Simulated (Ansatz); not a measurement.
`CCO[SiH2]Cl` + PH₃ → `CCO[SiH2]P` + HCl  (ligand exchange at the Si–Cl bond)

Computed with Ansatz on PBE0-D4/def2-TZVP structures; ΔE is electronic, products minus reactants. CBS: MP2 limit from def2 TZ/QZ plus the TZ coupled-cluster correction, frozen cores. This one scheme is used for every species. DFT in def2-TZVPP. B3LYP here is the variant with VWN-RPA as its local correlation; programs differ in this. One conformer a species, not always the lowest.

(1) Is it downhill or uphill in electronic energy at CCSD(T)/CBS, and by how much? (Best estimate.)

(2) What do these levels give: B3LYP-D4, PBE, r2SCAN, PBE0, SCS-MP2/def2-TZVPP, HF/CBS(def2)? (Best estimate.)

Largest T1 diagnostic among the species: 0.013.

Results:

(1) Ansatz gave: Uphill: ΔE = +21.7 kcal/mol.

(2) Computed: B3LYP-D4 22.0, PBE 19.7, r2SCAN 21.7, PBE0 20.6, SCS-MP2/def2-TZVPP 23.1, HF/CBS(def2) 26.0 kcal/mol.

In def2-TZVPP, CCSD(T) changes the Hartree–Fock value by −4.4 kcal/mol (the triples alone add −0.5 kcal/mol) and MP2 by −3.4 kcal/mol. From PBE to PBE0 (25 % exact exchange), in def2-TZVPP and without D4, ΔE moves by +0.9 kcal/mol.
